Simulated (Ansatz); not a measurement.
`[BH2][SnH2][SiH2][SiH3]` + `C=CNC` → `BN(C)C=C` + `[SiH3][SiH2][SnH3]` at 700 K and 1 bar (cleavage of the B–Sn bond).

Computed with Ansatz on PBE0-D4/def2-TZVP structures; ΔE is electronic, products minus reactants. CBS: MP2 limit from def2 TZ/QZ plus the TZ coupled-cluster correction, frozen cores. def2 core potentials past Kr. For Sn outer-core shells are correlated without core-valence functions, which leaves a few kJ/mol of doubt a bond. One conformer a species, not always the lowest.

```csv
species,CCSD(T)/CBS energy (Eh),H − E (kJ/mol),S (J/(mol·K))
`[BH2][SnH2][SiH2][SiH3]`,-822.33733,304.1,589.5
`C=CNC`,-173.03872,319.8,392.4
`BN(C)C=C`,-198.47223,366.5,428.5
`[SiH3][SiH2][SnH3]`,-796.96755,251.5,516.6
```

H − E and S are ideal-gas, rigid-rotor, harmonic terms from PBE0-D4/def2-TZVP, for one conformer and one mirror image of each species. 1 Eh = 2625.50 kJ/mol, R = 8.31446 J/(mol·K).

Task: By hand: ΔE, ΔH, ΔS and ΔG.

Result: ΔE = (-198.47223) + (-796.96755) − (-822.33733) − (-173.03872) = -0.06373 Eh = -167.3 kJ/mol. Δ(H − E) = 366.5 + 251.5 − 304.1 − 319.8 = -5.9, so ΔH = -173.2 kJ/mol. ΔS = 428.5 + 516.6 − 589.5 − 392.4 = -36.8 J/(mol·K). ΔG = -173.2 − 700 × (-36.8)/1000 = -147.4 kJ/mol.

Task: By hand: the equilibrium constant, and the temperature at which ΔG would vanish if ΔH and ΔS stayed fixed.

Result: log₁₀ K = −ΔG/(RT ln 10) = 11.0. ΔG = 0 at ΔH/ΔS = 4707 K, far beyond where these terms or the molecules hold.

ΔH outweighs TΔS. A doubt of 5 kJ/mol in ΔE shifts log₁₀ K by 0.4 here. Other conformers and mirror images would add mixing entropy, several J/(mol·K) or more a flexible species. Modes under 60 cm⁻¹, often nearly free rotors, make the harmonic entropy too high. These are equilibria of isolated gas molecules and say nothing of rates. Largest T1 diagnostic: 0.014 (customary marks: 0.02 for closed shells, 0.045 for open ones).
